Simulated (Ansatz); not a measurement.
H2MgOSe (SMILES [OH][Mg][SeH]), singlet, at a GFN2-xTB geometry (such geometries of metal compounds can be far from the true shape), with bond 3-2 at 1.8 times its length; CASSCF(4,3)/6-31G (Ansatz, a quantum-chemistry and plane-wave program).

Input for Ansatz:
Ansatz 0.2 input:
```yaml
crystal:
  periodic: [false, false, false]
  atoms:
    - {symbol: Mg, position_ang: [0.89902120, -0.75009780, -0.18099896]}
    - {symbol: O, position_ang: [2.15563891, -1.84660381, -0.35303935]}
    - {symbol: H, position_ang: [3.43107731, -2.96608566, -0.51661536]}
    - {symbol: Se, position_ang: [-0.87419050, 0.76397967, 0.11770526]}
    - {symbol: H, position_ang: [-1.17510445, 0.26723355, 1.43823832]}
basis:
  gaussian:
    orbitals: 6-31G
hamiltonian:
  xc: hf
magnetization: {spin_polarized: false}
correlation: {active_space: {window: {electrons: 4, orbitals: 3}}}
```

Output, abridged:

```
Functional definition: HF
526 factors; integrals over basis functions are off by at most 3.0e-4 eV
mean field evaluation 1: about -72783.5602 eV, gradient 4.9e1 eV
mean field evaluation 2: about -72783.6364 eV, gradient 4.9e1 eV
mean field evaluation 4: about -72789.6744 eV, gradient 3.0e0 eV
mean field evaluation 8: about -72789.7576 eV, gradient 6.7e-1 eV
mean field -72789.75973728 eV, -2674.9743316739 hartree, gradient 2.3e-6 eV, S^2 0.000000; 0 other end points of the search recorded, 0 dependent functions left out
reference -72789.75973728 eV, -2674.9743316739 hartree; 28, 28 occupied and 27, 27 virtual orbitals, 526 factors
state -72791.65249626 eV, -2675.0438892834 hartree
Total energy: -72791.65249626 eV, -2675.0438892834 hartree
```
